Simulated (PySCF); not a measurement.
Isomers of C5H10OSSi2.

All values: PBE0/pcSseg-1 (PySCF) at GFN2-xTB geometries, gas phase, one conformer each.

Question: Rank by the lowest Hirshfeld charge on any atom, highest value first.
A. `[SiH3:1][O:2][SiH2:3][CH2:4][c:5]1[cH:6][cH:7][cH:8][s:9]1` with Si1–O2–Si3–C4 -23°, O2–Si3–C4–C5 46°, Si3–C4–C5–C6 76°
B. `[SiH3:1][O:2][CH2:3][SiH2:4][c:5]1[cH:6][cH:7][cH:8][s:9]1` with Si1–O2–C3–Si4 -70°, O2–C3–Si4–C5 -174°, C3–Si4–C5–C6 -5°
C. `[CH:1]#[C:2][SiH2:3][C@@H:4]1[CH2:5][O:6][CH2:7][S:8][SiH2:9]1` with C2–Si3–C4–C5 -59°, Si3–C4–C5–O6 174°, C4–C5–O6–C7 78°, C5–O6–C7–S8 -78°, O6–C7–S8–Si9 55°
D. `[CH:1]#[C:2][SiH2:3][S:4][Si@@H:5]([CH3:6])[CH2:7][CH:8]=[O:9]` with C2–Si3–S4–Si5 155°, Si3–S4–Si5–C6 53°, S4–Si5–C7–C8 69°, Si5–C7–C8–O9 92°

Answer: C (-0.203 e), B (-0.226 e), D (-0.237 e), A (-0.304 e).

Question: Rank by HOMO–LUMO gap, highest first.
A. `[SiH3:1][O:2][CH2:3][SiH2:4][c:5]1[cH:6][cH:7][cH:8][s:9]1` with Si1–O2–C3–Si4 -70°, O2–C3–Si4–C5 -174°, C3–Si4–C5–C6 -5°
B. `[CH:1]#[C:2][SiH2:3][C@@H:4]1[CH2:5][O:6][CH2:7][S:8][SiH2:9]1` with C2–Si3–C4–C5 -59°, Si3–C4–C5–O6 174°, C4–C5–O6–C7 78°, C5–O6–C7–S8 -78°, O6–C7–S8–Si9 55°
C. `[SiH3:1][O:2][SiH2:3][CH2:4][c:5]1[cH:6][cH:7][cH:8][s:9]1` with Si1–O2–Si3–C4 -23°, O2–Si3–C4–C5 46°, Si3–C4–C5–C6 76°

Answer: B (6.53 eV), A (6.24 eV), C (6.08 eV).

Question: Rank by the highest Hirshfeld charge on any atom, highest value first.
A. `[SiH3:1][O:2][CH2:3][SiH2:4][c:5]1[cH:6][cH:7][cH:8][s:9]1` with Si1–O2–C3–Si4 -70°, O2–C3–Si4–C5 -174°, C3–Si4–C5–C6 -5°
B. `[CH:1]#[C:2][SiH2:3][S:4][Si@@H:5]([CH3:6])[CH2:7][CH:8]=[O:9]` with C2–Si3–S4–Si5 155°, Si3–S4–Si5–C6 53°, S4–Si5–C7–C8 69°, Si5–C7–C8–O9 92°
C. `[SiH3:1][O:2][SiH2:3][CH2:4][c:5]1[cH:6][cH:7][cH:8][s:9]1` with Si1–O2–Si3–C4 -23°, O2–Si3–C4–C5 46°, Si3–C4–C5–C6 76°

Answer: C (+0.410 e), A (+0.377 e), B (+0.361 e).

All values together:

```tsv
SMILES	μ (D)	HOMO (eV)	LUMO (eV)	lowest IAO charge (e)	highest IAO charge (e)	lowest Hirshfeld charge (e)	highest Hirshfeld charge (e)
[SiH3]OC[SiH2]c1cccs1	1.62	-7.09	-0.85	-0.638 (O)	+0.872 (Si)	-0.226 (O)	+0.377 (Si)
[SiH3]O[SiH2]Cc1cccs1	0.62	-6.47	-0.39	-0.889 (O)	+1.035 (Si)	-0.304 (O)	+0.410 (Si)
C#C[SiH2]S[Si@@H](C)CC=O	3.72	-7.28	-0.85	-0.721 (C)	+0.863 (Si)	-0.237 (O)	+0.361 (Si)
C#C[SiH2][C@@H]1COCS[SiH2]1	2.25	-6.90	-0.36	-0.672 (C)	+0.769 (Si)	-0.203 (C)	+0.360 (Si)
```

Conformers: `[SiH3:1][O:2][CH2:3][SiH2:4][c:5]1[cH:6][cH:7][cH:8][s:9]1` with Si1–O2–C3–Si4 -70°, O2–C3–Si4–C5 -174°, C3–Si4–C5–C6 -5°; `[SiH3:1][O:2][SiH2:3][CH2:4][c:5]1[cH:6][cH:7][cH:8][s:9]1` with Si1–O2–Si3–C4 -23°, O2–Si3–C4–C5 46°, Si3–C4–C5–C6 76°; `[CH:1]#[C:2][SiH2:3][S:4][Si@@H:5]([CH3:6])[CH2:7][CH:8]=[O:9]` with C2–Si3–S4–Si5 155°, Si3–S4–Si5–C6 53°, S4–Si5–C7–C8 69°, Si5–C7–C8–O9 92°; `[CH:1]#[C:2][SiH2:3][C@@H:4]1[CH2:5][O:6][CH2:7][S:8][SiH2:9]1` with C2–Si3–C4–C5 -59°, Si3–C4–C5–O6 174°, C4–C5–O6–C7 78°, C5–O6–C7–S8 -78°, O6–C7–S8–Si9 55°.
